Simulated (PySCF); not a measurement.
**C₆ coefficients of unlike pairs at PBE0**

Calculated with PySCF 2.14 from the dipole response of each species, C₆(A,B) = (3/π) ∫ α_A(iu) α_B(iu) du, in atomic units, from isotropic polarisabilities. For ions this is the dispersion term alone; charge-induced terms of lower order in 1/R come first.

```csv
species,configuration,basis,relativity,α (bohr³),C₆ (like pair)
B(2+),[He] 2s1 (2S),aug-cc-pwCVQZ (9s8p6d4f2g),none,7.196,9.683
O+,[He] 2s2 2p3 (4S),aug-cc-pVDZ (4s3p2d),none,2.605,5.143
Kr+,[Ar] 3d10 4s2 4p5 (2P),"x2c-QZVPPall with one added diffuse shell each of s, p, d, f type (12s9p6d5f1g)",spin-free X2C,10.78,66.55
Ga(2+),[Ar] 3d10 4s1 (2S),aug-cc-pwCVDZ-PP with ECP10MDF (6s5p4d1f),core potential,9.768,27.99
```

Problem. Estimate C₆ for O+ with B(2+).

Solution. The integral gives 5.746. The combination rule 2 C_A C_B / (C_A α_B/α_A + C_B α_A/α_B) gives 5.623 and the geometric mean 7.057.

No spin-orbit coupling is included.

The other pairs:

```json
{"pair": "Ga(2+), O+", "C₆": "11.12"}
{"pair": "Ga(2+), Kr+", "C₆": "41.59"}
{"pair": "Ga(2+), B(2+)", "C₆": "15.94"}
{"pair": "Kr+, O+", "C₆": "18.26"}
{"pair": "Kr+, B(2+)", "C₆": "22.30"}
```
